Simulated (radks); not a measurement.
Problem. Ar VII, 12 electrons, occupied as [Ne] 3s2 (the NIST ground configuration). Method: scalar-relativistic Kohn-Sham, SCAN, spin-polarised, spherical densities, finite nucleus; meta-GGA in the generalised Kohn-Sham scheme; Fermi nuclear charge, rms radius 3.4274 fm; computed with a radial shooting solver on a logarithmic mesh with Libxc functionals. Some entries of the table are withheld. Estimate them.

| orbital | occ. | eigenvalue (eV) | <r^2> (bohr^2) | <r> (bohr) |
|---|---|---|---|---|
| 1s | 2 | -3255.213 | 0.009889 | 0.08572 |
| 2s | 2 | (1) | (2) | (3) |
| 2p | 6 | (4) | 0.1714 | (5) |
| 3s | 2 | -116.3847 | (6) | 1.191 |

Solution. 
(1) 2s eigenvalue (eV): -415.6654
(2) 2s <r^2> (bohr^2): 0.1988
(3) 2s <r> (bohr): 0.4097
(4) 2p eigenvalue (eV): -346.9520
(5) 2p <r> (bohr): 0.3721
(6) 3s <r^2> (bohr^2): 1.609
